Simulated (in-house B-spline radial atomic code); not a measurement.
Results of a calculation; reference values are marked as such.
Sb in an electron gas of r_s = 2.07: phase shifts, screening, friction and resistivity

A nucleus sits in a uniform electron gas with a rigid positive background. The Kohn-Sham equations are solved self-consistently in the spin-unpolarised LDA (PW92), non-relativistic, on B-splines with outgoing waves at the boundary and partial waves to l = 8. The model has no lattice, no bands and no magnetic solution. Atomic units; δ_l are the phase shifts at the Fermi level, counted so that each bound state adds π, and good to about 0.0005.

The density parameter is r_s = 2.07 bohr, near that of the valence electrons of Al (3 per atom, density 2.7 g/cm³, mass 26.98 u, which gives r_s = 2.07).

| l | δ_l (rad) |
| --- | --- |
| 0 | 13.2513 |
| 1 | 10.6729 |
| 2 | 6.7320 |
| 3 | 0.1370 |
| 4 | 0.0196 |
| 5 | 0.0035 |
| 6 | 0.0008 |
| 7 | 0.0003 |
| 8 | 0.0001 |

Bound levels below the band bottom (hartree): d -18.81, s -4.655, p -3.254, d -0.9115, s -0.1414 and deeper ones.

(1) Check the Friedel sum rule, and say where the screening charge sits.

(2) Find the transport cross section and the electronic stopping of a 2 keV Sb ion (mass 121.76 u).

(3) What residual resistivity would 1 atomic per cent of such centres give in Al?

(4) On a substitutional site the background of one host ion, a sphere holding 3 charges, is taken out. The phase shifts for l = 0 to 4 become 12.9512, 10.1530, 6.3502, 0.0296, 0.0029. What follows?

Results:

(1) k_F = (9π/4)^(1/3)/r_s = 0.92713. The rule is Z = (2/π) Σ (2l + 1) δ_l. The terms are s 8.436, p 20.384, d 21.429, f 0.611 and 0.147 beyond, in all 51.006 against Z = 51. Bound states hold 10 s, 18 p, 20 d electrons, so the scattering states carry 3.01 in all; where a term is smaller than its bound count, the bound level has drawn weight out of the band.

(2) σ_tr = (4π/k_F²) Σ (l + 1) sin²(δ_l − δ_(l+1)). The terms for l = 0 to 3 are 0.2850, 1.0278, 0.2824, 0.0549, all together 1.6514, so σ_tr = 14.619 × 1.6514 = 24.143 bohr². With n = 3/(4π r_s³) = 0.02692, the friction coefficient is Q = n k_F σ_tr = 0.6025. For v well below v_F = 0.927, dE/dx = Q v; with 24801 eV per u at v = 1, v = √(2000/(24801 × 121.76)) = 0.0257, so dE/dx = 0.01550 hartree/bohr = 7.97 eV/nm. The largest term couples the p and d waves.

(3) Δρ = k_F n_i σ_tr/n in atomic units of 21.74 μΩ·cm. With one host atom per 3 electrons, n_i/n = 0.01/3, so Δρ = 0.9271 × 0.00333 × 24.143 × 21.74 = 1.62 μΩ·cm. This is an atom added to the gas, as on an interstitial site.

(4) The Friedel sum is now 48.00, for Z − 3 = 48. The sum in σ_tr is 0.8746, so σ_tr = 12.79 bohr² and Δρ = 0.86 μΩ·cm per atomic per cent, 0.53 times the value above. A real host ion scatters too, so this model doesn't give zero even for the host's own atom.
